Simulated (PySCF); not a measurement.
**BPb: energy against distance**

Set-up: PySCF, scalar-relativistic core potentials, basis sets B cc-pVDZ, Pb cc-pVDZ-PP with ECP60. Energies in eV from B + Pb in their ground configurations at the same level. State: ⁴Σ⁻ (quartet), unpaired electrons σ ↑, π ↑↑.

```tsv
R (Å)	UHF-CCSD(T)	UHF	UHF-MP2
1.948		-0.394	-1.331
2.038	-1.634	-0.824	-1.790
2.129	-1.904	-1.047	-2.044
2.197	-2.010	-1.121	-2.130
2.265	-2.054	-1.140	-2.144
2.333	-2.051	-1.121	-2.100
2.424	-1.993	-1.059	-1.978
2.537	-1.864	-0.949	-1.762
2.673	-1.660	-0.802	-1.461
2.854		-0.622	-1.080
```

Problem. Put a parabola through the three lowest points of the UHF-CCSD(T) curve and estimate Re, k and ωe (reduced mass 10.46 u; 1 eV/Å² = 0.16022 mdyn/Å; ωe = 1302.8·√(k/μ) cm⁻¹).

Solution. Through R = 2.197, 2.265, 2.333 Å the second-order coefficient is 5.08 eV/Å², so Re ≈ 2.295 Å, k ≈ 1.63 mdyn/Å and ωe ≈ 514 cm⁻¹. A polynomial fit of higher order to the unrounded UHF-CCSD(T) energies gives Re = 2.293 Å, k = 1.45 mdyn/Å, ωe = 486 cm⁻¹; anharmonicity and rounding make the difference.

The higher-order fit for each curve: UHF-CCSD(T): Re = 2.293 Å, ωe = 486 cm⁻¹, De = 2.06 eV; UHF: Re = 2.261 Å, ωe = 464 cm⁻¹, De = 1.14 eV; UHF-MP2: Re = 2.245 Å, ωe = 586 cm⁻¹, De = 2.15 eV.

Correlated steps freeze 5 core orbitals. Correlated levels converge slowly with the basis: in double zeta they bind strong bonds too weakly, by up to about 1 eV, and carry superposition errors of some tenths. Spin–orbit coupling is left out, which matters for elements this heavy, above all for dissociation energies. The state is the lowest determinant that a PBE0 search found; another state may lie lower at other levels.
